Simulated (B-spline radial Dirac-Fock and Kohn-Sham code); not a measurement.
Model: relaxed Dirac-Fock hole states (ΔSCF) with Breit and QED corrections and a finite nucleus. Program: a radial atomic solver. Free neutral atoms.

Q: Order these X-ray lines by photon energy, lowest first.
A. Ba Mζ2
B. Nd Mζ2
C. Cu Lα1
D. Mn Lγ5
E. Ga Lβ4
F. Xe Mγ

A: A (591.5 eV), D (657.3 eV), B (741.7 eV), F (876.8 eV), C (931.4 eV), E (1195.9 eV).

Values without a named source are computed, but for edge energies of neutral atoms, which are taken from tables.
